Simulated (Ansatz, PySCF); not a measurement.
CH8N2OSi2, SMILES N[Si@@]1(CN[SiH2]1)O. Atoms are numbered in the order given.

```xyz
14

N      1.8863    -0.9085     0.6661
Si     0.7021     0.1333    -0.0152
O      1.5369     1.2594    -0.9342
C     -0.5713     0.9588     1.1801
N     -1.7521     0.2293     0.6900
Si    -1.3412    -0.8526    -0.6217
H      1.8685    -1.9049     0.4825
H      2.8238    -0.5750     0.8688
H      1.0554     2.0658    -1.1544
H     -0.6550     2.0587     1.0617
H     -0.3439     0.7610     2.2456
H     -2.6393     0.3787     1.1603
H     -1.6021    -2.3101    -0.3693
H     -2.0004    -0.5560    -1.9372
```

Geometry optimised at B3LYP-D3(BJ)/def2-SVP. The structure was generated by enumeration; whether it is a known compound was not checked. Other conformers were not sampled.

Two levels are set side by side: PBE-D3(BJ)/def2-SVP (Ansatz, a quantum-chemistry and plane-wave program) and B3LYP-D3(BJ)/def2-SVP (Ansatz). Each level has its own optimised geometry; the coordinates shown are those of the second. Frequencies come from the Hessian of PySCF at each geometry. Differences are taken from unrounded values.

| quantity | B3LYP-D3(BJ) |
|---|---|
| mean bond length (Å) | 1.437 |
| bond N1–Si2 (Å) | 1.718 |
| bond Si2–O3 (Å) | 1.676 |
| bond Si2–C4 (Å) | 1.932 |
| bond Si2–Si6 (Å) | 2.348 |
| bond C4–N5 (Å) | 1.472 |
| bond N5–Si6 (Å) | 1.749 |
| bond N1–H7 (Å) | 1.013 |
| bond N1–H8 (Å) | 1.016 |
| bond O3–H9 (Å) | 0.965 |
| bond C4–H10 (Å) | 1.109 |
| bond C4–H11 (Å) | 1.107 |
| bond N5–H12 (Å) | 1.015 |
| bond Si6–H13 (Å) | 1.502 |
| bond Si6–H14 (Å) | 1.501 |
| highest harmonic wavenumber (cm⁻¹) | 3865 |
| mean harmonic wavenumber (cm⁻¹) | 1227 |
| zero-point energy (kcal/mol) | 63.15 |

### Question
What does PBE-D3(BJ) give, and how far is it from B3LYP-D3(BJ)? (The exact figures need the calculation; the answer reports its results.)

### Answer

```csv
quantity,PBE-D3(BJ),PBE-D3(BJ) minus B3LYP-D3(BJ)
mean bond length (Å),1.446,0.009
bond N1–Si2 (Å),1.735,0.017
bond Si2–O3 (Å),1.691,0.015
bond Si2–C4 (Å),1.933,0.001
bond Si2–Si6 (Å),2.349,0.001
bond C4–N5 (Å),1.471,-0.001
bond N5–Si6 (Å),1.760,0.010
bond N1–H7 (Å),1.023,0.010
bond N1–H8 (Å),1.025,0.010
bond O3–H9 (Å),0.974,0.009
bond C4–H10 (Å),1.118,0.008
bond C4–H11 (Å),1.116,0.009
bond N5–H12 (Å),1.023,0.008
bond Si6–H13 (Å),1.515,0.013
bond Si6–H14 (Å),1.517,0.016
highest harmonic wavenumber (cm⁻¹),3742,-123
mean harmonic wavenumber (cm⁻¹),1195,-32
zero-point energy (kcal/mol),61.52,-1.63
```

Exact exchange shortens and stiffens bonds; PBE has none. Differences between two approximate levels are no errors against the true value.
